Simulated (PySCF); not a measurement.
How methods differ on the excitation energy of N⁺

N⁺ [He] 2s2 2p2 (3P) → N⁺ [He] 2s1 2p2 3s1 (5P), as a difference of total energies. Computed with PySCF 2.14 in aug-cc-pwCVTZ, with no relativity, point nucleus. Correlated levels: valence: 1s2 frozen. The calculations carry no spin-orbit coupling.

| method | excitation energy (eV) |
| --- | --- |
| UHF | 23.362 |
| MP2 (valence) | 24.911 |
| SCS-MP2 (valence) | 25.323 |
| CCSD (valence) | 25.322 |
| CCSD(T) (valence) | 25.365 |

How much does correlation contribute at CCSD(T) (valence)?

25.365 − (23.362) = 2.003 eV, measured against UHF.

The promoted electron is Rydberg-like, and one or two diffuse shells describe it only roughly, which tends to raise the upper state.
